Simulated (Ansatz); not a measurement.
B₁₂P₁₂H₃₂⁺, a nanocrystal cut from zinc blende BP (hydrogen-capped). Charge 1, multiplicity 2. Geometry r2SCAN-D4/def2-SVP, that of the neutral singlet; atoms count from 1.

```xyz
56

B     2.216    2.589    1.873
B     1.054    1.971   -3.425
B     1.006   -1.832   -2.828
B     2.090   -0.574    2.581
B     1.477   -2.769    0.236
B     1.613    0.361   -0.464
B    -0.752    2.373    0.526
B    -1.327    0.167   -1.772
B    -0.841   -0.800    1.265
B    -0.252    1.422    3.611
B    -1.471   -3.004   -1.083
B    -4.061   -0.451    0.177
P     2.091    1.723   -1.791
P     2.552    0.770    1.224
P     0.278    2.648    2.174
P     1.936   -1.451   -1.148
P    -0.816    1.536   -3.082
P    -0.893   -1.653   -2.380
P     2.429   -2.346    1.873
P     0.164   -0.360    2.906
P    -0.457   -2.583    0.537
P    -0.332    0.557   -0.097
P    -3.236    0.389   -1.377
P    -2.755   -0.570    1.623
H     2.810    2.704    2.930
H     2.560    3.386    1.015
H     1.116    3.136   -3.764
H     1.459    1.182   -4.247
H     1.205   -2.999   -3.110
H     1.351   -1.028   -3.669
H     2.713   -0.371    3.602
H     1.730   -3.890   -0.156
H    -0.396    3.153   -0.349
H    -1.956    2.416    0.749
H     0.454    1.589    4.589
H    -1.449    1.489    3.838
H    -1.091   -4.086   -1.492
H    -2.659   -2.926   -0.847
H    -4.364   -1.578   -0.144
H    -4.991    0.243    0.536
H     3.444    1.506   -2.162
H     2.213    2.941   -1.083
H     3.938    0.592    0.941
H    -0.022    3.959    2.628
H     3.340   -1.560   -1.363
H    -1.440    1.218   -4.317
H    -1.539    2.706   -2.742
H    -1.644   -1.844   -3.574
H     3.823   -2.550    1.691
H     2.165   -3.335    2.859
H    -0.196   -1.364    3.853
H    -0.802   -3.520    1.553
H    -3.486    1.784   -1.372
H    -3.971    0.018   -2.534
H    -2.865    0.540    2.492
H    -3.160   -1.617    2.491
```

Single mean-field runs in def2-SVP are fitted with def2-universal-jkfit.

(1) Estimate the Mulliken populations of the heavy atoms from the PBE0/def2-SVP orbitals of Ansatz.

(2) Where does the spin sit?

(3) And the Mayer bond orders between heavy atoms (over 0.3)?

Results:

(1) 
```
atom  charge (e)  spin (α − β)
  B1       -0.21          0.03
  B2       -0.23          0.00
  B3       -0.18          0.02
  B4       -0.25          0.00
  B5       -0.25          0.00
  B6       -0.34          0.03
  B7       -0.19          0.13
  B8       -0.36          0.09
  B9       -0.34          0.03
 B10       -0.21          0.03
 B11       -0.18          0.02
 B12       -0.23          0.00
 P13        0.19          0.00
 P14        0.12          0.05
 P15        0.06          0.08
 P16        0.13          0.04
 P17        0.20          0.00
 P18        0.09          0.01
 P19        0.23          0.03
 P20        0.12          0.05
 P21        0.13          0.04
 P22       -0.04          0.06
 P23        0.20          0.00
 P24        0.19          0.00
```
Mulliken values depend strongly on the basis.

(2) Summed by element: B 0.37, P 0.36, H 0.27, of 1 unpaired in all. Largest on single atoms: B7 0.13, B8 0.09, P15 0.08.

(3) B1–P14 0.80 (1.96 Å); B1–P15 0.89 (1.96 Å); B2–P13 0.85 (1.95 Å); B2–P17 0.85 (1.95 Å); B3–P16 0.80 (1.96 Å); B3–P18 0.84 (1.96 Å); B4–P14 0.91 (1.97 Å); B4–P19 0.89 (1.94 Å); B4–P20 0.91 (1.97 Å); B5–P16 0.91 (1.97 Å); B5–P19 0.89 (1.94 Å); B5–P21 0.91 (1.97 Å); B6–P13 0.95 (1.96 Å); B6–P14 0.90 (1.97 Å); B6–P16 0.92 (1.96 Å); B6–P22 0.89 (1.99 Å); B7–P15 0.79 (1.96 Å); B7–P22 0.75 (1.97 Å); B8–P17 0.95 (1.96 Å); B8–P18 0.97 (1.97 Å); B8–P22 0.81 (1.99 Å); B8–P23 0.95 (1.96 Å); B9–P20 0.90 (1.97 Å); B9–P21 0.92 (1.96 Å); B9–P22 0.89 (1.99 Å); B9–P24 0.95 (1.96 Å); B10–P15 0.89 (1.96 Å); B10–P20 0.80 (1.96 Å); B11–P18 0.84 (1.96 Å); B11–P21 0.80 (1.96 Å); B12–P23 0.85 (1.95 Å); B12–P24 0.85 (1.95 Å).
